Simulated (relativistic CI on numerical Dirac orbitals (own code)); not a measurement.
Calculated at this level of theory: Dirac-Coulomb-Breit CI, orbitals from a KLI potential per configuration, model QED (radiative potential, 1s self-energy scaled to tabulated hydrogen-like ionisation energies), unscaled Slater integrals (own radial code, finite nucleus).

Configuration list (outside the closed core [Kr] 4d10): 4f14 5s2 5p4, 4f14 5s 5p5, 4f14 5s2 5p3 5d, 4f14 5p6, 4f13 5s2 5p5, 4f14 5s 5p4 5d, 4f14 5s2 5p3 5f, 4f14 5s2 5p3 5g, 4f14 5s 5p4 5f, 4f14 5s2 5p3 6s, 4f13 5s2 5p4 5d, 4f14 5p5 5d, 4f14 5s2 5p3 6p, 4f14 5s 5p3 5d2, 4f14 5s 5p4 5g, 4f14 5s2 5p2 5d 5f, 4f13 5s2 5p4 6s, 4f14 5p5 6s, 4f14 5s2 5p3 6d, 4f14 5s 5p4 6s, 4f14 5s2 5p2 5d2, 4f14 5s2 5p 5d3, 4f14 5s 5p2 5d3, 4f14 5s2 5p 5d2 5f, 4f14 5s2 5p 5d2 5g, 4f14 5p4 5d2, 4f14 5p3 5d3, 4f13 5p5 5d2, 4f14 5p3 5d2 5f, 4f14 5p3 5d2 5g, 4f14 5s2 5p2 5d 6s, 4f14 5s2 5p 5d2 6s, 4f14 5s 5p2 5d2 6s, 4f14 5s2 5p 5d 5f 6s, 4f14 5s2 5p 5d 5g 6s, 4f14 5s2 5p2 6s2, 4f14 5s2 5p 5d 6s2, 4f14 5s 5p2 5d 6s2, 4f14 5s2 5p 5f 6s2, 4f14 5s2 5p 5g 6s2. Double excitations out of closed p, d and f shells are left out; levels of such configurations are missing from the list, as are those of other unlisted configurations, and high levels can miss mixing partners. Some configurations lack a partner that the ground configuration has and come out too high, among them 4f13 5s2 5p4 5d, 4f13 5s2 5p4 6s, 4f14 5s 5p4 5f, 4f14 5s2 5p3 6p, 4f14 5s 5p4 5g.

At this charge transitions that keep the count of f electrons are usually good to a few per cent. Levels and lines within the n = 5 or 6 shells can be off by up to 10 % or somewhat more, and those that change n by about 2 %, since core polarisation is missing. Levels that differ in their count of f electrons can be misplaced by several ten thousand cm⁻¹, since the correlation energy of f electrons is missing or only estimated; rates across such gaps can be off by orders of magnitude.

Outline of the computed level scheme of Hg XV. Lowest level of each configuration: 4f14 5s2 5p4 3P_2 at 0.0000 eV; 4f14 5s 5p5 3P°_2 at 61.0833 eV; 4f14 5s2 5p3 5d 5D°_1 at 62.4470 eV; 4f13 5s2 5p5 3F_4 at 63.2816 eV.

Some strong electric-dipole decays among the lowest 45 levels: 4f14 5s2 5p3 5d 3D°_3 → 4f14 5s2 5p4 3P_2 (4.4e+11 s⁻¹); 4f14 5s2 5p3 5d 3P°_2 → 4f14 5s2 5p4 3P_2 (3.5e+11 s⁻¹); 4f14 5s2 5p3 5d 3S°_1 → 4f14 5s2 5p4 3P_2 (3.0e+11 s⁻¹); 4f14 5s2 5p3 5d 3P°_0 → 4f14 5s2 5p4 3P_1 (1.1e+11 s⁻¹); 4f14 5s2 5p3 5d 3D°_3 → 4f14 5s2 5p4 3P_2 (1.0e+11 s⁻¹); 4f14 5s2 5p3 5d 3D°_1 → 4f14 5s2 5p4 1S_0 (8.7e+10 s⁻¹); 4f14 5s2 5p3 5d 3D°_2 → 4f14 5s2 5p4 3P_2 (7.5e+10 s⁻¹); 4f14 5s 5p5 3P°_1 → 4f14 5s2 5p4 3P_2 (5.9e+10 s⁻¹).

LS names give the leading component of a level, which can be under half, so a name can repeat, a term be missing and a line seem to break the LS rules.
